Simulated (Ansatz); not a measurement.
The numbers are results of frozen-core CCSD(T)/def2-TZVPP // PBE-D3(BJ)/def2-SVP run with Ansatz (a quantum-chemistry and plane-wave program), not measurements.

Ansatz 0.2 input:
```yaml
crystal:
  periodic: [false, false, false]
  atoms:
    - { symbol: Ti, position_ang: [0.021205, -0.036615, -0.157183] }
    - { symbol: C, position_ang: [0.678786, 1.599153, -1.207844] }
    - { symbol: H, position_ang: [0.021812, 2.42492, -0.845053] }
    - { symbol: H, position_ang: [0.545592, 1.481519, -2.304247] }
    - { symbol: H, position_ang: [1.736827, 1.847968, -0.9796] }
    - { symbol: C, position_ang: [-0.955657, -1.364917, -1.376981] }
    - { symbol: H, position_ang: [-0.541243, -2.392762, -1.305043] }
    - { symbol: H, position_ang: [-0.991973, -1.042119, -2.438688] }
    - { symbol: H, position_ang: [-1.989585, -1.357247, -0.955482] }
    - { symbol: C, position_ang: [1.572299, -0.95918, 0.824321] }
    - { symbol: H, position_ang: [1.91397, -1.882341, 0.309713] }
    - { symbol: H, position_ang: [1.149249, -1.229386, 1.820059] }
    - { symbol: H, position_ang: [2.430203, -0.268264, 0.967599] }
    - { symbol: H, position_ang: [-1.112702, 0.508094, 1.032867] }
basis:
  gaussian: { orbitals: def2-TZVPP }
correlation:
  method: ccsd_t
```

Output:

```
Functional definition: HF
1762 factors; integrals over basis functions are off by at most 1.2e-3 eV
mean field evaluation 1: about -26327.2419 eV, gradient 5.6e1 eV
mean field evaluation 2: about -26327.3648 eV, gradient 5.6e1 eV
mean field evaluation 4: about -26334.9339 eV, gradient 8.2e0 eV
mean field evaluation 8: about -26335.1855 eV, gradient 6.6e-1 eV
mean field evaluation 16: about -26335.1877 eV, gradient 1.9e-6 eV
mean field -26335.18765184 eV, -967.8002955739 hartree, gradient 1.9e-6 eV, S^2 0.000000; 0 other end points of the search recorded, 0 dependent functions left out
8 core orbitals not correlated
reference -26335.18765184 eV, -967.8002955739 hartree; 17, 17 occupied and 272, 272 virtual orbitals, 1762 factors
second order -26.86282050 eV of doubles, -0.00000000 eV of singles
cycle   1  -27.13579214 eV  change   -2.7e-1 eV  update   1.9e-1
cycle   2  -27.95383675 eV  change   -8.2e-1 eV  update   9.4e-2
cycle   3  -28.25453959 eV  change   -3.0e-1 eV  update   4.2e-2
cycle   4  -28.25422862 eV  change    3.1e-4 eV  update   1.5e-2
cycle   5  -28.23863641 eV  change    1.6e-2 eV  update   6.0e-3
cycle   6  -28.23702826 eV  change    1.6e-3 eV  update   2.6e-3
cycle   7  -28.23707485 eV  change   -4.7e-5 eV  update   7.8e-4
cycle   8  -28.23718146 eV  change   -1.1e-4 eV  update   3.4e-4
cycle   9  -28.23739525 eV  change   -2.1e-4 eV  update   1.5e-4
cycle  10  -28.23739145 eV  change    3.8e-6 eV  update   6.5e-5
cycle  11  -28.23735631 eV  change    3.5e-5 eV  update   3.6e-5
perturbative correction -1.38261304 eV, -0.0508100921 hartree
Total energy: -26364.80762119 eV, -968.8888093704 hartree
```

Cost: very roughly 22 core-minutes.
